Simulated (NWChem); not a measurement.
System: Si$_{5}$H$_{9}$, doublet; SMILES [SiH]1[SiH2][SiH2][SiH2][SiH2]1

Input file for NWChem:

```
start job
memory heap 200 mb stack 900 mb global 1100 mb
geometry units angstroms noautosym nocenter noautoz
  Si     1.901235     0.059449    -0.126327
  Si     0.620249    -1.898215    -0.203506
  Si    -1.543797    -1.120711     0.323763
  Si    -1.554824     1.115434    -0.413613
  Si     0.542353     1.911634     0.306414
  H      3.238137    -0.010512     0.542894
  H      1.105005    -2.934745     0.762675
  H      0.639978    -2.495634    -1.576985
  H     -2.636268    -1.954469    -0.269204
  H     -1.687032    -1.120858     1.815519
  H     -1.600693     1.146629    -1.910683
  H     -2.703660     1.907265     0.126504
  H      0.993338     3.129403    -0.437074
  H      0.490901     2.244949     1.768008
end
basis spherical
  * library 6-31g*
end
dft
  odft
  mult 2
  xc hfexch
  iterations 150
  mulliken
end
task dft energy
esp
  recalculate
  probe 0.07
  range 0.3
  factor 1.0
  spacing 0.02
end
task esp
```

Output (shortened):

```
             Northwest Computational Chemistry Package (NWChem) 7.3.0
             --------------------------------------------------------

                             Geometry "geometry" -> ""
                             -------------------------

 Output coordinates in angstroms (scale by  1.889725989 to convert to a.u.)

  No.       Tag          Charge          X              Y              Z
 ---- ---------------- ---------- -------------- -------------- --------------
    1 Si                  14.0000     1.90123500     0.05944900    -0.12632700
    2 Si                  14.0000     0.62024900    -1.89821500    -0.20350600
    3 Si                  14.0000    -1.54379700    -1.12071100     0.32376300
    4 Si                  14.0000    -1.55482400     1.11543400    -0.41361300
    5 Si                  14.0000     0.54235300     1.91163400     0.30641400
    6 H                    1.0000     3.23813700    -0.01051200     0.54289400
    7 H                    1.0000     1.10500500    -2.93474500     0.76267500
    8 H                    1.0000     0.63997800    -2.49563400    -1.57698500
    9 H                    1.0000    -2.63626800    -1.95446900    -0.26920400
   10 H                    1.0000    -1.68703200    -1.12085800     1.81551900
   11 H                    1.0000    -1.60069300     1.14662900    -1.91068300
   12 H                    1.0000    -2.70366000     1.90726500     0.12650400
   13 H                    1.0000     0.99333800     3.12940300    -0.43707400
   14 H                    1.0000     0.49090100     2.24494900     1.76800800

 Effective nuclear repulsion energy (a.u.)     479.7231890444

  xc_inp: hfexch multiplicative factor not found.

                                 NWChem DFT Module
                                 -----------------

 Summary of "ao basis" -> "ao basis" (spherical)
 ------------------------------------------------------------------------------
       Tag                 Description            Shells   Functions and Types
 ---------------- ------------------------------  ------  ---------------------
 Si                          6-31g*                  8       18   4s3p1d
 H                           6-31g*                  2        2   2s

            General Information
            -------------------
          SCF calculation type: DFT
          Wavefunction type:  spin polarized.
          No. of atoms     :    14
          No. of electrons :    79
           Alpha electrons :    40
            Beta electrons :    39
          Charge           :     0
          Spin multiplicity:     2
          Use of symmetry is: off; symmetry adaption is: off
          Maximum number of iterations: 150
          AO basis - number of functions:   108
                     number of shells:    58
          Convergence on energy requested:  1.00D-06
          Convergence on density requested:  1.00D-05
          Convergence on gradient requested:  5.00D-04

              XC Information
              --------------
                     Hartree-Fock (Exact) Exchange  1.000

      Superposition of Atomic Density Guess
      -------------------------------------

 Sum of atomic energies:       -1448.57063046

      Non-variational initial energy
      ------------------------------

 Total energy =   -1450.297680
 1-e energy   =   -2964.441118
 2-e energy   =    1034.420250
 HOMO         =      -0.134838
 LUMO         =       0.037003

     ---------------------------------------------
      Total Density - Mulliken Population Analysis
     ---------------------------------------------

    Atom       Charge   Shell Charges
 -----------   ------   -------------------------------------------------------
    1 Si  14    13.95   2.00  2.00  5.97  1.06  1.63  0.42  0.82  0.05
    2 Si  14    13.94   2.00  2.00  5.97  1.00  1.79  0.39  0.70  0.09
    3 Si  14    13.95   2.00  2.00  5.97  1.00  1.79  0.40  0.70  0.08
    4 Si  14    13.95   2.00  2.00  5.97  1.00  1.80  0.40  0.70  0.08
    5 Si  14    13.95   2.00  2.00  5.97  1.00  1.79  0.39  0.71  0.09
    6 H    1     1.03   0.46  0.57
    7 H    1     1.03   0.46  0.57
    8 H    1     1.03   0.46  0.57
    9 H    1     1.03   0.46  0.57
   10 H    1     1.03   0.46  0.57
   11 H    1     1.03   0.46  0.57
   12 H    1     1.03   0.46  0.56
   13 H    1     1.03   0.46  0.57
   14 H    1     1.03   0.46  0.57

     --------------------------------------------
      Spin Density - Mulliken Population Analysis
     --------------------------------------------

    Atom       Charge   Shell Charges
 -----------   ------   -------------------------------------------------------
    1 Si  14     0.78   0.00  0.00  0.00  0.02  0.37  0.02  0.37  0.00
    2 Si  14     0.04   0.00  0.00  0.00  0.00  0.01 -0.00  0.01  0.01
    3 Si  14     0.02   0.00  0.00  0.00  0.00  0.01  0.00  0.01  0.00
    4 Si  14     0.00   0.00  0.00  0.00 -0.00  0.00  0.00  0.00  0.00
    5 Si  14     0.05   0.00  0.00  0.00  0.00  0.01 -0.00  0.02  0.01
    6 H    1     0.01   0.00  0.00
    7 H    1     0.02   0.01  0.01
    8 H    1     0.02   0.01  0.01
    9 H    1     0.01   0.00  0.01
   10 H    1    -0.00   0.00 -0.00
   11 H    1     0.00   0.00  0.00
   12 H    1     0.00   0.00  0.00
   13 H    1     0.01   0.00  0.01
   14 H    1     0.04   0.01  0.02

   convergence    iter        energy       DeltaE   RMS-Dens  Diis-err
 ---------------- ----- ----------------- --------- --------- ---------
 d= 0,ls=0.0,diis     1  -1449.7043408437 -1.93D+03  3.28D-03  4.99D-02
                                                     2.78D-03  5.08D-02
 d= 0,ls=0.0,diis     2  -1449.7722705335 -6.79D-02  1.73D-03  5.08D-03
                                                     1.24D-03  5.50D-03
 d= 0,ls=0.0,diis     3  -1449.7811772023 -8.91D-03  5.08D-04  5.32D-04
                                                     3.82D-04  5.93D-04
 d= 0,ls=0.0,diis     4  -1449.7820262310 -8.49D-04  2.83D-04  5.26D-05
                                                     1.67D-04  6.77D-05
 d= 0,ls=0.0,diis     5  -1449.7821850211 -1.59D-04  1.53D-04  8.71D-06
                                                     1.05D-04  1.35D-05
  Resetting Diis
 d= 0,ls=0.0,diis     6  -1449.7822230093 -3.80D-05  5.81D-05  1.37D-06
                                                     4.79D-05  1.68D-06
 d= 0,ls=0.0,diis     7  -1449.7822284998 -5.49D-06  7.44D-06  1.27D-07
                                                     5.60D-06  1.11D-07
 d= 0,ls=0.0,diis     8  -1449.7822287383 -2.39D-07  7.99D-06  4.62D-08
                                                     5.91D-06  3.87D-08

         Total DFT energy =    -1449.782228738337
      One electron energy =    -2968.132451276078
           Coulomb energy =     1143.754341275276
    Exchange-Corr. energy =     -105.127307781972
 Nuclear repulsion energy =      479.723189044436

 Numeric. integr. density =        0.000000000000

                    DFT Final Alpha Molecular Orbital Analysis
                    ------------------------------------------

 Vector   38  Occ=1.000000D+00  E=-3.765166D-01
              MO Center=  4.0D-01, -3.1D-01, -2.2D-02, r^2= 5.5D+00
   Bfn.  Coefficient  Atom+Function         Bfn.  Coefficient  Atom+Function
  ----- ------------  ---------------      ----- ------------  ---------------
     8      0.344835   1 Si py               25     -0.318411   2 Si px
    43      0.215777   3 Si px               79      0.179988   5 Si px
    80     -0.163160   5 Si py               44     -0.152509   3 Si py
    64     -0.149902   4 Si s               104      0.134766  12 H  s
     4     -0.131509   1 Si py               21      0.123263   2 Si px

[...]

                     NWChem Electrostatic Potential Fit Module
                     -----------------------------------------

 Atom parameters

 Number of atoms is                                   14
 Number of basis functions is                        108

 Grid parameters

 Maximum number of grid points is                  63449
 Number of grid points is                          63448
 Grid range                                     0.300000 nm
 Grid spacing                                   0.020000 nm
 Probe radius                                   0.070000 nm
 Atom radius factor                             1.000000

 Atomic radii

    1    0.100000
   14    0.187000
 FASTESP  F
  using M.O. file = ./job.movecs

    Atom              Coordinates                           Charge

                                                  ESP

    1 Si    0.190124    0.005945   -0.012633   -0.105703
    2 Si    0.062025   -0.189822   -0.020351    0.363384
    3 Si   -0.154380   -0.112071    0.032376    0.234704
    4 Si   -0.155482    0.111543   -0.041361    0.235069
    5 Si    0.054235    0.191163    0.030641    0.339749
    6 H     0.323814   -0.001051    0.054289   -0.029471
    7 H     0.110501   -0.293475    0.076268   -0.131046
    8 H     0.063998   -0.249563   -0.157699   -0.148964
    9 H    -0.263627   -0.195447   -0.026920   -0.114692
   10 H    -0.168703   -0.112086    0.181552   -0.132460
   11 H    -0.160069    0.114663   -0.191068   -0.132683
   12 H    -0.270366    0.190727    0.012650   -0.112326
   13 H     0.099334    0.312940   -0.043707   -0.129712
   14 H     0.049090    0.224495    0.176801   -0.135848
                                            ------------
                                               -0.000000

 Dipole moment                                  0.029785

 Quadrupole moment Qxx                         -1.085085
                   Qyy                         -1.253736
                   Qzz                          2.338821

 RMS deviation kJ/mol                           0.058292

 RRMS %                                        55.987159
```

Level: UHF/6-31G* (spherical d). Structure relaxed at the PBE0/def2-SVP, spin-unrestricted level. Not confirmed as a minimum by frequencies. No stability test was run on the SCF state.
